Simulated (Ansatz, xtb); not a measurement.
**Relative energy of two isomers of C5H4ClFS**

Structure X is `FCc1ccc(Cl)s1`, a singlet and structure Y is `FCc1cscc1Cl`, a singlet. Both are isolated molecules in the gas phase, relaxed with B3LYP/def2-SVP; the shapes shown needn't be the lowest conformers.

X (Å):

```xyz
12

C    -1.9437    1.3543    1.6539
C    -1.6960    0.1417    0.8021
C    -1.6924   -1.1673    1.2076
C    -1.4218   -2.0903    0.1491
C    -1.2239   -1.4559   -1.0479
Cl   -0.8728   -2.1764   -2.5758
F    -2.1819    0.9686    2.9541
S    -1.3642    0.2789   -0.9059
H    -1.0714    2.0337    1.6443
H    -2.8192    1.9243    1.2915
H    -1.8801   -1.4562    2.2416
H    -1.3749   -3.1731    0.2641
```

Y (Å):

```yaml
atoms:
  - { symbol: C, position_ang: [-1.9997, 1.2671, 1.0556] }
  - { symbol: C, position_ang: [-0.7944, 0.5657, 0.5001] }
  - { symbol: C, position_ang: [0.3254, 0.2501, 1.2256] }
  - { symbol: C, position_ang: [0.5238, -0.4824, -1.1433] }
  - { symbol: C, position_ang: [-0.6663, 0.1378, -0.8632] }
  - { symbol: Cl, position_ang: [-1.9276, 0.3964, -2.0380] }
  - { symbol: F, position_ang: [-1.8205, 1.5530, 2.3919] }
  - { symbol: S, position_ang: [1.5195, -0.5555, 0.2679] }
  - { symbol: H, position_ang: [-2.9011, 0.6375, 0.9439] }
  - { symbol: H, position_ang: [-2.1851, 2.2106, 0.5110] }
  - { symbol: H, position_ang: [0.4982, 0.4569, 2.2798] }
  - { symbol: H, position_ang: [0.8535, -0.8912, -2.0960] }
```

Quicker runs give these differences E(Y) − E(X): GFN2-xTB −0.186 eV; HF/STO-3G −0.110 eV (at GFN2-xTB geometries); r2SCAN-D4/def2-SVP −0.172 eV (at GFN2-xTB geometries).

Q: Estimate E(Y) − E(X) at the level CCSD(T)/def2-SVP + ΔMP2/def2-TZVPP.

A: Calculated at CCSD(T)/def2-SVP + ΔMP2/def2-TZVPP: E(Y) − E(X) = −0.198 eV, so structure Y lies lower.

The same difference at several levels:

```csv
level,geometry,E(Y) − E(X) (eV),departure from the last row (eV),"job, with rough time for the two"
GFN2-xTB,GFN2-xTB,−0.186,+0.012,"optimisation, 0.15 s"
HF/STO-3G,GFN2-xTB,−0.110,+0.088,"single point, 0.46 s"
r2SCAN-D4/def2-SVP,GFN2-xTB,−0.172,+0.026,"single point, 2.6 s"
B3LYP/def2-SVP,B3LYP/def2-SVP,−0.163,+0.034,"optimisation, 20 s"
HF/def2-SVP,B3LYP/def2-SVP,−0.183,+0.015,part of the CCSD(T) run
MP2/def2-SVP,B3LYP/def2-SVP,−0.190,+0.008,part of the CCSD(T) run
CCSD(T)/def2-SVP,B3LYP/def2-SVP,−0.180,+0.018,single point
CCSD(T)/def2-SVP + ΔMP2/def2-TZVPP,B3LYP/def2-SVP,−0.198,,"single point, 63 s"
```

As drawn, both hold the same kinds of bond in the same numbers.

None of the levels shown reverses the order. The largest departure from CCSD(T)/def2-SVP + ΔMP2/def2-TZVPP is that of HF/STO-3G, 0.088 eV. The last row adds to CCSD(T) the change of the MP2 difference between the two basis sets, here −0.018 eV.

With thermal terms from frequencies at re-optimised GFN2-xTB minima (ideal gas, soft modes damped towards free rotors, one conformer each, 298.15 K, 1 atm): the zero-point term adds +0.002 eV; ΔH is −0.200 and ΔG −0.195 eV.

The correlated steps freeze 16 core orbitals. Run with Ansatz 0.2.0, xtb 6.7.1; the last row on 4 threads of Intel(R) Xeon(R) Platinum 8375C CPU @ 2.90GHz (Ice Lake) on a shared host.
